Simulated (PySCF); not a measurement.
**C₆ coefficients of unlike pairs at PBE**

Calculated with PySCF 2.14 from the dipole response of each species, C₆(A,B) = (3/π) ∫ α_A(iu) α_B(iu) du, in atomic units, from isotropic polarisabilities. For ions this is the dispersion term alone; charge-induced terms of lower order in 1/R come first.

| species | configuration | basis | relativity | α (bohr³) | C₆ (like pair) |
| --- | --- | --- | --- | --- | --- |
| Ru³⁺ | [Kr] 4d5 (6S) | aug-cc-pVDZ-PP with ECP28MDF (5s5p4d2f) | core potential | 5.180 | 23.75 |
| Cu³⁺ | [Ar] 3d8 (3F) | aug-cc-pwCVTZ-DK (10s9p7d4f3g) | spin-free X2C | 1.670 | 3.913 |
| Sc²⁺ | [Ar] 3d1 (2D) | x2c-TZVPPall with one added diffuse shell each of s, p, d, f type (7s6p5d3f1g) | spin-free X2C | 5.240 | 15.00 |
| In³⁺ | [Kr] 4d10 (1S) | def2-TZVPPD with the def2 core potential (28 electrons) (7s5p4d2f) | core potential | 3.414 | 14.41 |

(1) Estimate C₆ for In³⁺ with Cu³⁺.

No spin-orbit coupling is included.

The other pairs:

| pair | C₆ |
| --- | --- |
| In³⁺, Ru³⁺ | 18.29 |
| Sc²⁺, Ru³⁺ | 18.71 |
| Sc²⁺, Cu³⁺ | 7.222 |
| In³⁺, Sc²⁺ | 14.20 |
| Cu³⁺, Ru³⁺ | 9.359 |

## Answers

(1) The integral gives 7.467. The combination rule 2 C_A C_B / (C_A α_B/α_A + C_B α_A/α_B) gives 7.495 and the geometric mean 7.510.
